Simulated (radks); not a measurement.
Values are calculated unless marked as measured or tabulated.
Question: All-electron atom: Mo4+ in [Kr] 4d2. Code: a radial shooting solver on a logarithmic mesh with Libxc functionals. Model: scalar-relativistic Kohn-Sham, r2SCAN, spin-polarised, spherical densities, finite nucleus; open shells are filled with parallel spins first (spin-orbit coupling, left out, can overturn this in heavy ions); meta-GGA in the generalised Kohn-Sham scheme; Fermi nuclear charge, rms radius 4.4091 fm. Some entries of the table are withheld. Estimate them.

orbital,occ.,eigenvalue (eV),<r> (bohr),r(max) (bohr)
1s down,1,-19914.77,0.03517,0.02287
1s up,1,-19914.75,0.03517,0.02287
2s up,1,-2867.407,0.1536,0.1295
2s down,1,-2866.969,0.1536,0.1295
2p up,3,-2566.029,0.1340,0.1036
2p down,3,-2565.715,0.1339,0.1036
3s up,1,-533.9262,0.4277,0.3829
3s down,1,-533.7869,0.4277,0.3830
3p up,3,-434.2275,0.4297,0.3767
3p down,3,-434.0423,0.4298,0.3768
3d up,5,-272.6310,0.4149,0.3233
3d down,5,-272.2715,0.4149,0.3234
4s up,1,-114.0334,1.093,0.9866
4s down,1,-112.0013,1.088,0.9816
4p up,3,(1),(2),1.061
4p down,3,(3),(4),1.056
4d up,2,-47.0573,(5),1.274
4d down,0,-44.2252,(6),1.261
5s up,0,-35.9575,2.512,2.350
5s down,0,-33.0062,2.582,2.376
5p up,0,-28.7521,2.871,2.682
4f up,0,-17.5048,3.008,2.599

Answer: 
(1) 4p up eigenvalue (eV): -86.7301
(2) 4p up <r> (bohr): 1.197
(3) 4p down eigenvalue (eV): -84.4562
(4) 4p down <r> (bohr): 1.190
(5) 4d up <r> (bohr): 1.507
(6) 4d down <r> (bohr): 1.492
